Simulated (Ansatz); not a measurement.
Gas-phase reaction R1 → P1 + P2, each structure at its B3LYP-D3(BJ)/def2-TZVP stationary point, reached from a drawn start (curvature not checked).
P1: CuHO (SMILES [OH][Cu]), charge 0, multiplicity 1.
R1, CuH2O2 (SMILES [OH][Cu][OH]) (charge 0, multiplicity 2):
```xyz
5

Cu     0.000     0.000     0.000
O      1.754    -0.035     0.015
H      2.164    -0.770     0.485
O     -1.754     0.034    -0.015
H     -2.164     0.770    -0.485
```
P2, OH (SMILES [OH]) (charge 0, multiplicity 2):
```tsv
atom	x (Å)	y (Å)	z (Å)
O	0.0000	0.0000	0.4884
H	0.0000	0.0000	-0.4884
```

P less R. No zero-point or thermal terms; singlets are restricted closed shells; open shells are unrestricted; no spin–orbit coupling. The spin states of the d-block species are the ones drawn and need not be the lowest.

Correlated levels freeze the cores.

Run with Ansatz (a quantum-chemistry and plane-wave program) with Gaussian orbitals. No computed number here is a measurement.

### Question
One of these levels gives 188.6 kJ/mol for the reaction energy. Which one is it?
A) SCS-MP2/def2-TZVPP
B) B97M-V/def2-TZVPP
C) HF/def2-SVP

### Answer
A, SCS-MP2/def2-TZVPP. The others give 281.3 (HF/def2-SVP), 314.6 (B97M-V/def2-TZVPP)
